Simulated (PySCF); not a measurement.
## Exercise with solution: entropy of an ideal gas

AlHBr2, SMILES [AlH]([Br])[Br].

Coordinates come from a B3LYP-D3(BJ)/def2-SVP optimisation.

B3LYP-D3(BJ)/def2-SVP (PySCF) gives the harmonic wavenumbers 109, 361, 438, 482, 655, 2007 cm⁻¹ and the rotational temperatures 0.6576, 0.0403, 0.0380 K. The molar mass is 187.80 g/mol, the symmetry number 2, the spin multiplicity 1.

Work out the entropy at 298.15 K and 1 atm in the rigid-rotor, harmonic-oscillator model.


Translation (Sackur–Tetrode at 1 atm): S = R[1.5 ln M + 2.5 ln T − 1.16487] = 174.0 J/(mol K).
Rotation: q = (√π/σ) T^1.5/√(θA θB θC) = 144000, S = R[ln q + 3/2] = 111.2 J/(mol K).
Vibration: with u = 1.4388 ν/T, each mode gives R[u/(e^u − 1) − ln(1 − e^−u)]:
| ν (cm⁻¹) | modes | u | S (J/(mol K)) |
|---|---|---|---|
| 109 | 1 | 0.53 | 13.75 |
| 361 | 1 | 1.74 | 4.68 |
| 438 | 1 | 2.11 | 3.48 |
| 482 | 1 | 2.33 | 2.95 |
| 655 | 1 | 3.16 | 1.52 |
| 2007 | 1 | 9.69 | 0.01 |
These are all the modes. Sum 26.4 J/(mol K).
Spin: R ln 1 = 0.0 J/(mol K).
Total 311.6 J/(mol K); the program's own thermochemistry gives 311.6. Translation makes up 56 % and vibration 8 %. Anharmonicity, hindered rotation and orbital degeneracy are left out.
